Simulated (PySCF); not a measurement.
CH$_{6}$AlN, singlet, at a GFN2-xTB geometry (such geometries of metal compounds can be far from the true shape).

The PySCF input:
```python
from pyscf import gto, scf, mp

mol = gto.Mole()
mol.atom = '''
    Al   -0.338540   -0.234852   -0.218008
    H    -1.474672   -0.930114   -0.993234
    C     0.130428    1.650618   -0.648180
    H     1.170183    1.756716   -0.976403
    H     0.015396    2.315690    0.214679
    H    -0.497215    2.058098   -1.447928
    N     0.434736   -1.258727    1.012208
    H     1.195431   -1.022215    1.638729
    H     0.166182   -2.217714    1.201889
'''
mol.basis = 'cc-pvdz'
mol.charge = 0
mol.spin = 0
mol.verbose = 4
mol.max_memory = 1800
mol.build()

mf = scf.RHF(mol)
mf.kernel()

pt = mp.MP2(mf, frozen=7)
pt.kernel()
print('E(MP2) = %.10f' % pt.e_tot)
```

Q: What does this run give for the SCF-reference dipole moment, SCF-reference HOMO energy, nuclear repulsion energy, SCF-reference HOMO-LUMO gap, total energy?

A: 
The SCF-reference dipole moment comes out as 1.24 D, the SCF-reference HOMO energy comes out as -10.63 eV and the nuclear repulsion energy comes out as 97.8626 Eh. The SCF-reference HOMO-LUMO gap comes out as 13.27 eV and the total energy is -338.1536 Eh.
